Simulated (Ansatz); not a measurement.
`Brc1cccc2cc3ccccc3cc12`, relaxed as a singlet with RKS PBE0-D4/def2-SVP in Ansatz, starting from the GFN2-xTB geometry. Force threshold 0.03 eV/Å.

Start:

Cartesian coordinates in Å:
```
Br 3.454 -0.007 -2.271
C 2.495 -0.934 -0.905
C 3.055 -2.060 -0.380
C 2.380 -2.773 0.631
C 1.172 -2.344 1.087
C 0.565 -1.176 0.559
C -0.670 -0.725 1.016
C -1.270 0.421 0.503
C -2.526 0.887 0.965
C -3.086 2.013 0.443
C -2.424 2.736 -0.573
C -1.216 2.320 -1.044
C -0.599 1.154 -0.524
C 0.637 0.707 -0.985
C 1.236 -0.437 -0.471
H 4.013 -2.411 -0.731
H 2.841 -3.662 1.035
H 0.651 -2.886 1.863
H -1.176 -1.281 1.793
H -3.027 0.327 1.742
H -4.043 2.363 0.800
H -2.890 3.625 -0.972
H -0.705 2.872 -1.820
H 1.134 1.271 -1.761
```

| step | energy (eV) | largest force component (eV/Å) | SCF passes |
| --- | --- | --- | --- |
| 1 | -84667.9383 | 0.763 | 20 |
| 2 | -84667.9912 | 0.331 | 23 |
| 3 | -84667.9957 | 0.065 | 24 |
| 4 | -84667.9958 | 0.015 | 15 |

Force components are those of the run's own axes.

End:

```tsv
atom	x (Å)	y (Å)	z (Å)
Br1	3.466	-0.023	-2.271
C2	2.516	-0.936	-0.918
C3	3.071	-2.068	-0.385
C4	2.390	-2.785	0.634
C5	1.177	-2.355	1.093
C6	0.570	-1.179	0.560
C7	-0.670	-0.728	1.021
C8	-1.276	0.422	0.508
C9	-2.542	0.890	0.972
C10	-3.105	2.021	0.446
C11	-2.437	2.752	-0.577
C12	-1.222	2.334	-1.048
C13	-0.600	1.160	-0.526
C14	0.641	0.713	-0.990
C15	1.247	-0.436	-0.477
H16	4.039	-2.418	-0.746
H17	2.851	-3.686	1.046
H18	0.650	-2.903	1.878
H19	-1.178	-1.294	1.807
H20	-3.052	0.327	1.757
H21	-4.075	2.370	0.809
H22	-2.902	3.652	-0.985
H23	-0.707	2.893	-1.833
H24	1.148	1.278	-1.774
```

By distances, no bond broke or formed. The bond that changes most is Br1–C2, from 1.91 to 1.89 Å (atoms count from 1).

No frequencies were taken in this run, so the end may be a saddle point.

It took 58 s on 4 threads of Arm Neoverse V1 on a shared host, peak host memory 1.4 GiB.
